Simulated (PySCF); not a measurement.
## Stretching SbF⁺

Set-up: basis Sb cc-pVTZ-PP with ECP28, F cc-pVTZ; scalar-relativistic core potentials; PySCF 2.14. Energies in eV from Sb⁺ + F in their ground configurations at the same level. All curves are PBE0. state 1: ²Π (doublet), unpaired electrons π ↑; state 2: ⁴Σ⁻ (quartet), unpaired electrons σ ↑, π ↑↑, a second solution, started from another occupation.

| R (Å) | state 1 | state 2 |
| --- | --- | --- |
| 1.602 | -2.558 | 2.1051 |
| 1.677 | -3.512 | 1.1175 |
| 1.751 | -4.024 | 0.5334 |
| 1.807 | -4.202 | 0.2743 |
| 1.863 | -4.250 | 0.1190 |
| 1.919 | -4.200 | 0.0338 |
| 1.993 | -4.025 | -0.0136 |
| 2.087 | -3.688 | -0.0209 |
| 2.198 | -3.188 | -0.0070 |
| 2.347 | -2.461 | 0.0095 |

**Question.** Put a parabola through the three lowest points of the state 1 curve and estimate Re, k and ωe (reduced mass 16.42 u; 1 eV/Å² = 0.16022 mdyn/Å; ωe = 1302.8·√(k/μ) cm⁻¹).

**Answer.** Through R = 1.807, 1.863, 1.919 Å the second-order coefficient is 15.6 eV/Å², so Re ≈ 1.862 Å, k ≈ 5.01 mdyn/Å and ωe ≈ 719 cm⁻¹. A polynomial fit of higher order to the unrounded PBE0 energies gives Re = 1.860 Å, k = 5.05 mdyn/Å, ωe = 723 cm⁻¹; anharmonicity and rounding make the difference.

The higher-order fit for each curve: state 1: Re = 1.860 Å, ωe = 723 cm⁻¹, De = 4.25 eV; state 2: Re = 2.056 Å, ωe = 226 cm⁻¹, minimum 0.022 eV below the ground-state fragments.

These are scalar-relativistic numbers at best; spin–orbit coupling would shift them, the dissociation energy most. For an ion De counts to the pair picked by the measured ionisation energies or electron affinities, which need not be the lowest pair at this level. Counting both spins, an empty level lies below a filled one in some of these solutions, because spin and occupation are held. The state is the lowest determinant that a PBE0 search found; another state may lie lower at other levels.
